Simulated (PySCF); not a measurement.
**Structure from NMR data**

Molecular formula: C₆H₁₁N₃. Simulated spectra:

¹H NMR (300 MHz, computed): δ 7.56 (s, 1H), 3.67 (s, 3H), 2.81 (sept, 1H), 1.49 (d, 6H).

¹³C{¹H} NMR (computed): δ 162.9, 146.0, 30.8, 28.6, 24.6 (2C).

[PySCF 2.14.0 with density-fitted response routines: σ from GIAO-PBE0/pcSseg-1; coordinates at the GFN2-xTB level; non-relativistic; averaged over atoms made equivalent by symmetry, fast rotation or ring inversion; gas phase; single conformer]

Referencing at the same level of theory: ¹H and ¹³C vs TMS.

**Question.** Which of these isomers gave the spectra?
A. CC(C)c1cnnn1C
B. CC(C)(C)c1cn[nH]n1
C. CC(C)c1nncn1C
D. CCc1cnn(CC)n1

**Answer.** C. 

- The formula gives 3 degrees of unsaturation (1 ring in the answer).
- 5 carbon signals for 6 carbons: some carbons are equivalent by symmetry or fast rotation.
- Carbon types of the structure: 1 × C, 2 × CH, 3 × CH3, which accounts for all hydrogens.
- δC 162.9: substituted aromatic carbon next to a ring nitrogen.
- δC 146.0: aromatic CH between two ring heteroatoms.
- δC 30.8: methyl carbon bonded to N; pulled downfield by the heteroatom.
- δC 28.6: sp3 CH on an aromatic ring; aliphatic region, no heteroatom directly attached.
- δH 2.81: hydrogen on an sp3 CH on an aromatic ring; benzylic-type position, deshielded by the ring.

The others: CCc1cnn(CC)n1 would give 6 carbon signals, not 5; CC(C)(C)c1cn[nH]n1 would give 4 carbon signals, not 5; CC(C)c1cnnn1C has carbons computed at 150.2, 134.0, 34.8, 28.1, 26.4.

Shifts are as computed. Against solution values, carbons near 30 ppm lie about +3 ppm off and those near 130 ppm about +5 ppm. Of 1211 compounds with measured shifts, 218 miss one by over three times the rms of a fit or turn the order of signals round; such compounds aren't used in these exercises. Multiplicities follow the n + 1 count of equivalent neighbours, as no J values were calculated; m marks all less simple cases, F and P coupling included.
